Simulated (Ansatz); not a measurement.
`C[NH][AlH][Cl]`. The species carries charge 0 and has multiplicity 1. All single points use the PBE0-D4/def2-TZVP geometry. It is one conformer, not always the lowest.

```xyz
9

C     0.854   -0.380    0.887
N     0.020   -0.537   -0.287
Al   -1.077    0.610   -1.042
Cl   -1.253    2.509   -0.164
H     1.918   -0.503    0.656
H     0.597   -1.097    1.675
H     0.724    0.621    1.302
H     0.113   -1.454   -0.700
H    -1.897    0.232   -2.328
```

Task: What is the dipole moment at B3LYP/def2-TZVPP? (Best estimate.)

Result: The calculation gave: 2.20 D, with components (0.90, -2.00, 0.01) D in this frame, pointing from negative to positive charge.

Task: And with PBE, r2SCAN, ωB97M-V? (Best estimate.)

Result: Ansatz gave: PBE 2.22 D, r2SCAN 2.23 D, ωB97M-V 2.16 D.

Task: Give the Mulliken charges with B3LYP, ωB97M-V, PBE in def2-TZVPP. (An estimate is asked.)

Result: Computed: 
```csv
atom,B3LYP,ωB97M-V,PBE
C1,-0.17,-0.22,-0.18
N2,-0.31,-0.30,-0.27
Al3,0.50,0.46,0.42
Cl4,-0.28,-0.26,-0.26
H5,0.09,0.11,0.09
H6,0.09,0.11,0.09
H7,0.09,0.10,0.09
H8,0.11,0.09,0.13
H9,-0.13,-0.10,-0.12
```

B3LYP here is the variant with VWN-RPA as its local correlation; programs differ in this.
